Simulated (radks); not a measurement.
All-electron atom: Mg in [Ne] 3s2. All-electron calculation, non-relativistic Kohn-Sham, LDA (Slater exchange, Perdew-Wang correlation), spin-polarised, spherical densities, point nucleus. Program: a radial shooting solver on a logarithmic mesh with Libxc functionals.

X-ray form factor f0, the Fourier transform of the density (f0(0) = 12):

sin(theta)/lambda (1/angstrom),f0 (electrons)
0.05,11.528
0.1,10.511
0.15,9.521
0.2,8.724
0.25,8.044
0.3,7.402
0.4,6.150
0.5,5.002
0.6,4.042
0.8,2.731
1,2.030
1.25,1.603
1.5,1.385
2,1.112
